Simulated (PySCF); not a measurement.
Compound: C2H9FOSi2.
Z-matrix (Å and degrees, PBE0-D3(BJ)/def2-SVP geometry), rows numbered from 1:
```
C 
C   1  1.5089
O   2  1.4152  1  109.44
Si  3  1.6507  2  125.25  1  -168.32
F   4  1.6302  3  109.66  2   -65.41
Si  4  2.3349  3  106.43  2   176.71
H   1  1.1001  2  110.56  3    60.44
H   1  1.1003  2  110.64  3  -179.25
H   1  1.1000  2  110.37  3   -59.14
H   2  1.1072  1  110.38  3  -121.30
H   2  1.1048  1  110.43  3   120.60
H   4  1.4942  3  110.21  2    50.32
H   6  1.4948  4  109.38  3   -63.45
H   6  1.4937  4  109.54  3    56.60
H   6  1.4948  4  110.31  3   176.90
```

Computed with PySCF at B3LYP/def2-SVPD, non-relativistic, on one gas-phase PBE0-D3(BJ)/def2-SVP geometry that isn't relaxed in the solvent. The solvent is an IEF-PCM continuum (van der Waals radii × 1.2), and excitations are vertical TDDFT with non-equilibrium linear response and a frozen core. Only the electrostatic response of the medium enters.

| run | E − E(gas) (kcal/mol) | HOMO (eV) | HOMO–LUMO gap (eV) | dipole (D) | lowest singlet (eV) | static polarisability (au) |
| --- | --- | --- | --- | --- | --- | --- |
| gas | 0.00 | -8.09 | 7.77 | 1.56 | 6.80 | 86.4 |
| P | -1.25 | -8.03 | 7.76 | 1.72 | 6.76 | 97.2 |
| Q | -2.81 | -8.01 | 7.74 | 1.95 | 6.75 | 114.1 |

Q: The runs were made in benzene and water. Which run belongs to which solvent?

A: P = benzene, Q = water. The dielectric constants are 2.271 (benzene), 78.36 (water), and the energy falls further as ε rises. The optical constants n² used for the excitations are 2.25, 1.78 in the same order. In this model the ground state sees the solvent through ε alone.

Q: How constant is the ratio of the lowering to (ε − 1)/(2ε + 1)?

A: 
```json
{"solvent": "benzene", "(ε − 1)/(2ε + 1)": "0.229", "E − E(gas) (kcal/mol)": "-1.25", "ratio (kcal/mol)": "-5.5", "polarisation term (kcal/mol)": "-1.32"}
{"solvent": "water", "(ε − 1)/(2ε + 1)": "0.490", "E − E(gas) (kcal/mol)": "-2.81", "ratio (kcal/mol)": "-5.7", "polarisation term (kcal/mol)": "-3.20"}
```

The ratio changes by +5.2 % in size from benzene to water. The polarisation term is half the interaction of the solute with the induced surface charges.
